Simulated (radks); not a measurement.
The numbers below are computed, except where a source is named.
Ir IV, configuration [Xe] 4f14 5d6.

Level of theory: Dirac Kohn-Sham, BLYP, spin-unpolarised, spherical densities, finite nucleus; open shells are shared between the two j in proportion to 2j + 1; Fermi nuclear charge, rms radius 5.4032 fm (a radial shooting solver on a logarithmic mesh with Libxc functionals).

Energy parts (hartree):
part                       energy
total                 -17853.4226
kinetic                20334.3912
electron-nucleus      -44711.2671
Hartree                 6872.3709
exchange-correlation    -348.9176

Orbitals (lengths in bohr, moments of r in powers of bohr; r(max) is where P^2 peaks; r(90%) holds 90 % of the orbital's charge):
orbital  occ.  eigenvalue (hartree)   r(max)       <r^4>  r(90%)
1s1/2       2             -2793.772  0.01082   4.814e-07  0.0318
2s1/2       2             -489.3582  0.06251  0.00007086   0.114
2p1/2       2             -468.9719  0.04620  0.00004231   0.100
2p3/2       4             -409.1449  0.05335  0.00006391   0.111
3s1/2       2             -115.3327   0.1759    0.002593   0.279
3p1/2       2             -106.1655   0.1644    0.002270   0.271
3p3/2       4             -93.06681   0.1790    0.003079   0.292
3d3/2       4             -77.70229   0.1397    0.002061   0.265
3d5/2       6             -74.87116   0.1437    0.002259   0.271
4s1/2       2             -25.50815   0.3977     0.05939   0.608
4p1/2       2             -21.63488   0.3964     0.06396   0.620
4p3/2       4             -18.53526   0.4268     0.08639   0.669
4d3/2       4             -12.17290   0.4210      0.1063   0.706
4d5/2       6             -11.59753   0.4305      0.1167   0.722
5s1/2       2              -4.74627   0.8908       1.662    1.40
5p1/2       2              -3.52346   0.9455       2.408    1.53
4f5/2       6              -3.50467   0.3925      0.2544   0.862
4f7/2       8              -3.38992   0.3972      0.2705   0.874
5p3/2       4              -3.01630    1.026       3.412    1.67
5d3/2     2.4              -1.38274    1.253       12.25    2.31
5d5/2     3.6              -1.32960    1.289       13.78    2.38
6s1/2       0              -1.16036    2.174       59.98    3.44
6p1/2       0              -0.89002    2.503       107.9    3.98
6p3/2       0              -0.82230    2.708       140.9    4.25

The highest occupied level is 5d5/2 at -36.180 eV. Summed over all electrons, <r^2> = 37.54 bohr^2, which gives a Langevin (diamagnetic) susceptibility term of -29.7 x 10^-6 cm^3/mol. The density falls to 0.001 e/bohr^3 at r = 3.39 bohr. The electron density at the nucleus is 1.821e+06 e/bohr^3.
